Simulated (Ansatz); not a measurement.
`Br[SiH2]C1=CN1` + HBr → `Br[SiH2]Br` + `C1=CN1` at 298.15 K and 1 bar (ligand exchange at the Si–C bond).

Calculated with Ansatz (gas phase, PBE0-D4/def2-TZVP geometries, no zero-point term in ΔE). CCSD(T)/CBS adds triple-zeta CCSD(T) − MP2 to the extrapolated MP2 energy (def2 sets, frozen cores). For Br outer-core shells are correlated without core-valence functions, which leaves a few kJ/mol of doubt a bond. Scalar relativity is left out up to krypton. Each species was taken in one conformer, which may not be the lowest.

```csv
species,CCSD(T)/CBS energy (Eh),H − E (kJ/mol),S (J/(mol·K))
`Br[SiH2]C1=CN1`,-2995.53136,161.4,353.6
HBr,-2573.91920,24.6,198.6
`Br[SiH2]Br`,-5437.00625,65.4,310.6
`C1=CN1`,-132.46664,127.0,248.9
```

H − E and S are ideal-gas, rigid-rotor, harmonic terms from PBE0-D4/def2-TZVP, for one conformer and one mirror image of each species. 1 Eh = 2625.50 kJ/mol, R = 8.31446 J/(mol·K).

**Question.** By hand: ΔE, ΔH, ΔS and ΔG.

**Answer.** ΔE = (-5437.00625) + (-132.46664) − (-2995.53136) − (-2573.91920) = -0.02233 Eh = -58.6 kJ/mol. Δ(H − E) = 65.4 + 127.0 − 161.4 − 24.6 = 6.4, so ΔH = -52.2 kJ/mol. ΔS = 310.6 + 248.9 − 353.6 − 198.6 = 7.3 J/(mol·K). ΔG = -52.2 − 298.15 × (7.3)/1000 = -54.4 kJ/mol.

**Question.** By hand: the equilibrium constant, and the temperature at which ΔG would vanish if ΔH and ΔS stayed fixed.

**Answer.** log₁₀ K = −ΔG/(RT ln 10) = 9.5. ΔH and −TΔS have one sign here, so there is no such temperature.

The number of gas molecules stays the same, so ΔS is small and ΔH decides. A doubt of 5 kJ/mol in ΔE shifts log₁₀ K by 0.9 here. Other conformers and mirror images would add mixing entropy, several J/(mol·K) or more a flexible species. These are equilibria of isolated gas molecules and say nothing of rates. Largest T1 diagnostic: 0.011 (customary marks: 0.02 for closed shells, 0.045 for open ones).

ΔS is within the doubt of such terms, so its sign, and with it that verdict, could turn.
